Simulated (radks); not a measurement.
Excited configurations of Dy: one electron is placed in a higher orbital outside [Xe] 4f10 6s1. The ground configuration is [Xe] 4f10 6s2. Method: scalar-relativistic Kohn-Sham, LDA (Slater exchange, Perdew-Wang correlation), spin-polarised, spherical densities, point nucleus; open shells are filled with parallel spins first (spin-orbit coupling, left out, can overturn this in heavy ions); computed with a radial shooting solver on a logarithmic mesh with Libxc functionals. Excitation = E - E(ground); binding = E(ion) - E, where the ion is the core of charge +1; n* = 1/sqrt(2 binding) in atomic units, and the quantum defect is n - n*.

outer orbital	excitation (eV)	binding (eV)	n*	quantum defect	eigenvalue (eV)	<r> (bohr)
5d	2.050	4.134	1.814	3.186	-1.259	3.632
5f	5.228	0.955	3.774	1.226	-0.455	16.34
6f	5.518	0.666	4.521	1.479	-0.385	27.74
7s	3.882	2.301	2.432	4.568	-1.402	9.601
7p	4.515	1.668	2.856	4.144	-0.999	12.46
7d	5.231	0.952	3.780	3.220	-0.563	20.80
7f	5.700	0.483	5.308	1.692	-0.302	41.76

The Delta-SCF ionisation energy is 6.183 eV (NIST Atomic Spectra Database: 5.939 eV, measured). Self-interaction in the functional shifts the binding energies and quantum defects, so they are the method's values and not measured ones. Open shells are spherical and high-spin; term and fine-structure splittings are not resolved. Spin-orbit splitting is averaged out at the scalar-relativistic level.
